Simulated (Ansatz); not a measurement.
Abridged output of a molecular run in Ansatz:

```
Functional definition: HF
1764 factors; integrals over basis functions are off by at most 8.3e-4 eV
mean field evaluation 1: about -21844.6682 eV, gradient 4.4e1 eV
mean field evaluation 2: about -21844.7933 eV, gradient 4.4e1 eV
mean field evaluation 4: about -21848.9418 eV, gradient 4.9e0 eV
mean field evaluation 8: about -21849.0121 eV, gradient 2.9e-1 eV
mean field evaluation 16: about -21849.0123 eV, gradient 1.8e-6 eV
mean field -21849.01233312 eV, -802.9363934496 hartree, gradient 1.8e-6 eV, S^2 0.000000; 0 other end points of the search recorded, 0 dependent functions left out
12 core orbitals not correlated: weight in the atoms' cores, before any rotation towards them, 1.000 or more for the frozen orbitals, at most 0.000 for the correlated occupied ones
reference -21849.01233312 eV, -802.9363934496 hartree; 20, 20 occupied and 237, 237 virtual orbitals, 1764 factors
second order -29.04715571 eV of doubles, -0.00000000 eV of singles
cycle   1  -29.14676805 eV  change   -1.0e-1 eV  update   1.3e-1
cycle   2  -29.80960304 eV  change   -6.6e-1 eV  update   4.0e-2
cycle   3  -29.98378444 eV  change   -1.7e-1 eV  update   2.5e-2
cycle   4  -29.98244642 eV  change    1.3e-3 eV  update   8.1e-3
cycle   5  -29.97440380 eV  change    8.0e-3 eV  update   4.4e-3
cycle   6  -29.97564368 eV  change   -1.2e-3 eV  update   1.7e-3
cycle   7  -29.97562733 eV  change    1.6e-5 eV  update   6.9e-4
cycle   8  -29.97546047 eV  change    1.7e-4 eV  update   2.1e-4
cycle   9  -29.97554611 eV  change   -8.6e-5 eV  update   7.4e-5
cycle  10  -29.97558177 eV  change   -3.6e-5 eV  update   2.4e-5
perturbative correction -1.13622943 eV, -0.0417556615 hartree
Total energy: -21880.12414432 eV, -804.0797314228 hartree
```

Its atoms:

```xyz
11

C     0.0781    1.5409   -1.8334
O     0.6651    0.6508   -0.9185
In   -0.3264   -0.3316    0.4705
C     0.5002   -1.6913    1.8731
Cl   -2.6005    0.2208    0.3608
H     0.5413    2.5302   -1.7378
H    -1.0033    1.6617   -1.6945
H     0.2472    1.1879   -2.8579
H     0.0682   -2.6776    1.7064
H     0.2490   -1.3584    2.8795
H     1.5812   -1.7334    1.7518
```

Question: Which basis set was used?
A. def2-TZVPPD
B. def2-TZVPP
C. def2-QZVPP
D. def2-SVP

Answer: B. It gives 269 functions.

Question: Write the keys of the input that set method, charge and spin (a neutral closed shell needs none for the last two).

Answer: 
```yaml
correlation: {method: ccsd_t}
```
